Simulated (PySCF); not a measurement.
# Computed NMR parameters against published values

Atom-mapped SMILES (the numbers label the heavy atoms): `[F:1][c:2]1[cH:3][cH:4][n:5][cH:6][cH:7]1` (H(Xn): hydrogen on atom n).

Published estimates (parent shift plus substituent increments) and measurements: δ 13C C2 168.7; C4/C6 152.5; C3/C7 111.8; δ 1H H(C4)/H(C6) 8.52; H(C3)/H(C7) 7.22 ppm (estimated from measurements, as parent shift plus tabulated substituent increment; solution, not stated per compound (mostly CDCl3 or CCl4); Pretsch, Buehlmann, Badertscher, Structure Determination of Organic Compounds, 4th ed. (2009)).

- PBE0-D3(BJ)/def2-SVP structure
- PBE0/pcSseg-1 with gauge-including orbitals
- program: PySCF 2.14
- a single conformation, rapidly exchanging positions averaged, non-relativistic, no solvent

Problem. How close does the calculation come?

Solution. 
Reference values: estimated from measurements, as parent shift plus tabulated substituent increment (solution, not stated per compound (mostly CDCl3 or CCl4); Pretsch, Buehlmann, Badertscher, Structure Determination of Organic Compounds, 4th ed. (2009)).
| atoms | quantity | reference | computed | computed, scaled |
| --- | --- | --- | --- | --- |
| C2 | δ 13C | 168.7 | 176.2 | 169.7 |
| C4/C6 | δ 13C | 152.5 | 158.1 | 152.2 |
| C3/C7 | δ 13C | 111.8 | 116.0 | 111.5 |
| H(C4)/H(C6) | δ 1H | 8.52 | 8.75 | 8.51 |
| H(C3)/H(C7) | δ 1H | 7.22 | 6.97 | 6.82 |

Computed shifts are σ(ref) − σ with the named reference compound (TMS for H and C) calculated as an isolated molecule at the same level. The measured values may be among those fitted. Empirical linear scaling, fitted to shifts measured mostly in CDCl3 for H and C (δ vs TMS): 13C: δ = 177.62 − 0.967σ (rms 1.9 ppm, 903 shifts, 2.3 ppm with the 23 outliers that the fit left out); 1H: δ = 29.91 − 0.950σ (rms 0.21 ppm, 511 shifts, 0.22 ppm with the 3 outliers that the fit left out). A few per cent of atoms miss by over 2 rms, more outside the fitted compound classes.

Problem. How far are the unscaled 13C shifts from the references?

Solution. Mean signed difference +5.77 ppm, mean absolute 5.77 ppm over 3 comparisons; the largest is +7.5 ppm at C2 (aromatic carbon bearing fluorine).

Problem. How far are the unscaled 1H shifts from the references?

Solution. Mean signed difference -0.01 ppm, mean absolute 0.24 ppm over 2 comparisons; the largest is -0.25 ppm at H(C3)/H(C7) (hydrogen on an aromatic CH).

5 of the 10 published NMR values on file for this molecule are compared.
